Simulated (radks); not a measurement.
The numbers below are computed, except where a source is named.
Question: Excited configurations of I2+: one electron is placed in a higher orbital outside [Kr] 4d10 5s2 5p2. The ground configuration is [Kr] 4d10 5s2 5p3. Code: a radial shooting solver on a logarithmic mesh with Libxc functionals. Model: scalar-relativistic Kohn-Sham, SCAN, spin-unpolarised, spherical densities, finite nucleus; meta-GGA in the generalised Kohn-Sham scheme; Fermi nuclear charge, rms radius 4.75 fm. Excitation = E - E(ground); binding = E(ion) - E, where the ion is the core of charge +3; n* = 3/sqrt(2 binding) in atomic units, and the quantum defect is n - n*.

| outer orbital | excitation (eV) | binding (eV) | n* | quantum defect | eigenvalue (eV) | <r> (bohr) |
|---|---|---|---|---|---|---|
| 4f | 20.322 | 9.137 | 3.661 | 0.339 | -6.487 | 3.943 |
| 5d | 14.326 | 15.132 | 2.845 | 2.155 | -11.913 | 3.204 |
| 6p | 17.658 | 11.801 | 3.221 | 2.779 | -10.079 | 5.003 |
| 6d | 21.450 | 8.008 | 3.910 | 2.090 | -6.690 | 6.829 |
| 6f | 25.150 | 4.308 | 5.331 | 0.669 | -3.610 | 12.15 |
| 7s | 21.285 | 8.174 | 3.871 | 3.129 | -7.083 | 7.574 |
| 7p | 22.664 | 6.794 | 4.245 | 2.755 | -5.928 | 8.758 |
| 7d | 24.422 | 5.036 | 4.931 | 2.069 | -4.328 | 11.29 |
| 7f | 26.389 | 3.069 | 6.317 | 0.683 | -2.642 | 17.84 |

Estimate the row for 5f.

Answer: excitation (eV) 23.170; binding (eV) 6.288; n* 4.413; quantum defect 0.587; eigenvalue (eV) -5.049; <r> (bohr) 7.453. The Delta-SCF ionisation energy is 29.458 eV (NIST Atomic Spectra Database: 29.57 eV, measured). Self-interaction in the functional shifts the binding energies and quantum defects, so they are the method's values and not measured ones. Spin polarisation and multiplet splitting are left out, so open shells lie too high by an amount that depends on their filling. Spin-orbit splitting is averaged out at the scalar-relativistic level.

Beside tabulated values, note that spin-unpolarised runs miss the spin-polarisation part of the exchange energy of open shells.
